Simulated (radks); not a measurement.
All-electron atom: Ag in [Kr] 4d9 5s0.5 5p1.5 (fractional occupations, a model configuration).

All-electron calculation, scalar-relativistic Kohn-Sham, r2SCAN, spin-polarised, spherical densities, finite nucleus; open shells are filled with parallel spins first (spin-orbit coupling, left out, can overturn this in heavy ions); meta-GGA in the generalised Kohn-Sham scheme; Fermi nuclear charge, rms radius 4.5454 fm. Program: a radial shooting solver on a logarithmic mesh with Libxc functionals.

Energy parts (eV):
part                       energy
total                 -144663.563
kinetic                150291.828
electron-nucleus      -349383.740
Hartree                 58491.742
exchange-correlation    -4063.394

Orbitals (lengths in bohr, moments of r in powers of bohr; r(max) is where P^2 peaks; r(90%) holds 90 % of the orbital's charge):
orbital,occ.,eigenvalue (eV),<1/r>,r(90%),<r^4>,r(max)
1s up,1,-25386.32,49.43,0.0558,4.460e-06,0.02016
1s down,1,-25386.28,49.43,0.0558,4.460e-06,0.02016
2s up,1,-3757.924,11.25,0.208,0.0007918,0.1139
2s down,1,-3757.660,11.25,0.208,0.0007917,0.1139
2p up,3,-3368.574,10.85,0.192,0.0005689,0.09116
2p down,3,-3368.363,10.85,0.192,0.0005688,0.09116
3s up,1,-700.4184,3.957,0.541,0.03668,0.3321
3s down,1,-700.3316,3.957,0.541,0.03667,0.3321
3p up,3,-571.5232,3.764,0.552,0.03940,0.3255
3p down,3,-571.4023,3.763,0.552,0.03937,0.3255
3d up,5,-368.7889,3.530,0.547,0.03807,0.2744
3d down,5,-368.5633,3.529,0.547,0.03803,0.2745
4s up,1,-104.8787,1.506,1.32,1.338,0.8239
4s down,1,-103.8762,1.507,1.32,1.335,0.8235
4p up,3,-67.3814,1.356,1.47,2.053,0.8769
4p down,3,-66.3455,1.357,1.47,2.036,0.8764
4d up,5,-13.9444,1.009,2.13,9.985,1.025
4d down,4,-12.7420,1.017,2.10,9.025,1.024
5s up,0.5,-7.9597,0.4415,4.37,155.2,2.387
5s down,0,-5.5715,0.4514,4.31,149.9,2.347
5p up,1.5,-2.9427,0.3224,5.99,549.5,3.129

The highest occupied level is 5p up at -2.943 eV. The configuration is held as typed, so some empty levels lie below it. The density falls to 0.001 e/bohr^3 at r = 4.84 bohr.
